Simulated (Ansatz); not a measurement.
Consider the germylene formation by 1,1-elimination: `[NH2][GeH2][Si](N)(O)O` → `[GeH2]` + `N[Si](N)(O)O`.

Isolated molecules relaxed with PBE0-D4/def2-TZVP in Ansatz; ΔE leaves out vibrations. CCSD(T)/CBS adds triple-zeta CCSD(T) − MP2 to the extrapolated MP2 energy (def2 sets, frozen cores). Functionals use def2-TZVPP. For Ge outer-core shells are correlated without core-valence functions, which leaves a few kJ/mol of doubt a bond. Scalar relativity is left out up to krypton. One conformer a species, not always the lowest.

CCSD(T)/CBS gives +96.9 kJ/mol.

(1) Another level gave +100.6 kJ/mol. Which?
A. r2SCAN-D4/def2-TZVPP
B. ωB97M-V/def2-TZVPP
C. SCS-MP2/def2-TZVPP
D. MP2/def2-TZVPP

Largest T1 diagnostic among the species: 0.012.

Answers

(1) C. SCS-MP2/def2-TZVPP 100.6, r2SCAN-D4 110.9, ωB97M-V 84.7, MP2/def2-TZVPP 115.3 kJ/mol.

In def2-TZVPP, CCSD(T) changes the Hartree–Fock value by +48.9 kJ/mol (the triples alone add +8.2 kJ/mol) and MP2 by +62.1 kJ/mol. The D4 term adds +14.3 kJ/mol with B3LYP and +8.1 kJ/mol with PBE0; it sums over pairs of atoms, weighted by their polarisabilities, and B3LYP, whose exchange is more repulsive, gets the larger term.

B3LYP here is the variant with VWN-RPA as its local correlation; programs differ in this.
